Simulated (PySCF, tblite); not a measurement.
Compound: C3H9FOSi2.
Atom-mapped SMILES: `[OH:1][Si@@H:2]1[CH2:3][SiH2:4][C@H:5]([F:6])[CH2:7]1` (hydrogens: H8 on O1; H9 on Si2; H10, H11 on C3; H12, H13 on Si4; H14 on C5; H15, H16 on C7)

Cartesian coordinates in Å at the GFN2-xTB level; atoms count from 1:
```
atom  x, y, z in Å
O1    -2.448   -0.210    0.397
Si2   -0.987   -0.116    1.101
C3    -0.040    1.481    0.634
Si4    1.151    1.026   -0.779
C5     0.697   -0.838   -0.981
F6    -0.387   -0.896   -1.875
C7     0.228   -1.390    0.359
H8    -2.511   -0.361   -0.545
H9    -1.291   -0.298    2.513
H10   -0.728    2.273    0.345
H11    0.515    1.863    1.488
H12    2.564    1.135   -0.398
H13    0.879    1.704   -2.046
H14    1.465   -1.468   -1.440
H15    1.104   -1.517    0.992
H16   -0.219   -2.376    0.223
```

Method used: wB97X-D/def2-SVPD in PySCF (dipole) on a GFN2-xTB geometry, gas phase.

Masses are those of the commonest isotopes; rigid-rotor values at the optimised geometry. The values belong to one conformer with, in the numbering `[OH:1][Si@@H:2]1[CH2:3][SiH2:4][C@H:5]([F:6])[CH2:7]1`, H–O1–Si2–C3 70°, O1–Si2–C3–Si4 -97°, Si2–C3–Si4–C5 1°, C3–Si4–C5–F6 87°, Si4–C5–C7–Si2 45°.

Question: Give the principal moments of inertia and the rotational constants in MHz.

Answer: Ia = 215.05, Ib = 311.68, Ic = 396.93 u·Å²; 505379 MHz·u·Å²/I gives A = 2350, B = 1621, C = 1273 MHz.

Question: Classify the top.

Answer: An asymmetric top: κ = (2 × 1621 − 2350 − 1273)/(2350 − 1273) = -0.35.

Question: Is it planar, by Δ = Ic − Ia − Ib?

Answer: Not planar: Δ = Ic − Ia − Ib = -129.80 u·Å². For a rigid frame Δ = −2 Σ m c², so Σ m c² = 64.90 u·Å² lies off the ab plane: 16.30 from hydrogen and 48.60 from heavier atoms. The atom farthest from that plane is 2.27 Å away.

Question: Give the other two planar moments, Paa and Pbb, and the rms extents of the mass along the axes.

Answer: Paa = Σ m a² = (Ib + Ic − Ia)/2 = 246.78 and Pbb = Σ m b² = (Ia + Ic − Ib)/2 = 150.15 u·Å². With the mass M = 136.02 u, the rms extents √(P/M) along a, b and c are 1.35, 1.05, 0.69 Å.

Question: Predict some low-J microwave lines.

Answer: The dipole components are |μa| = 1.30 D, |μb| = 0.78 D, |μc| = 1.25 D. Intensities carry the squares of the components, which stand as 1.00 : 0.36 : 0.93 (a : b : c). Some lines, for components of 0.1 D or more:

| type | branch | J(Ka,Kc) | MHz | lower level (cm⁻¹) |
| --- | --- | --- | --- | --- |
| b | Q | 2(1,1) ← 2(0,2) | 1523 | 0.286 |
| b | Q | 3(1,2) ← 3(0,3) | 2323 | 0.564 |
| a | R | 1(0,1) ← 0(0,0) | 2895 | 0.000 |
| b | R | 1(1,1) ← 0(0,0) | 3623 | 0.000 |
| c | Q | 3(3,1) ← 3(2,1) | 4120 | 0.715 |
| b | R | 2(0,2) ← 1(1,1) | 4963 | 0.121 |
| a | R | 2(1,2) ← 1(1,1) | 5441 | 0.121 |
| b | R | 3(1,2) ← 2(2,1) | 6948 | 0.410 |
| c | R | 2(1,1) ← 1(0,1) | 7215 | 0.097 |
| a | R | 3(1,3) ← 2(1,2) | 8107 | 0.302 |
| a | R | 3(0,3) ← 2(0,2) | 8334 | 0.286 |
| b | R | 2(2,0) ← 1(1,1) | 8770 | 0.121 |
| c | R | 3(1,2) ← 2(0,2) | 10657 | 0.286 |
| c | R | 3(2,1) ← 2(1,1) | 11318 | 0.337 |
| b | R | 3(3,1) ← 2(2,0) | 13154 | 0.413 |
| c | R | 3(3,0) ← 2(2,0) | 13173 | 0.413 |

Question: Estimate the classical rotational partition function at 25 K, 100 K and 200 K.

Answer: Point group C1, symmetry number σ = 1; q = (√π/σ)·√((kT/h)³/(ABC)), k/h = 20836.6 MHz/K: 9570 at 25 K, 76500 at 100 K, 216000 at 200 K.

Its GFN2-xTB frequencies are all real (lowest 58 cm⁻¹). Constants of a rigid frame at the computed geometry: no zero-point averaging, no centrifugal distortion.
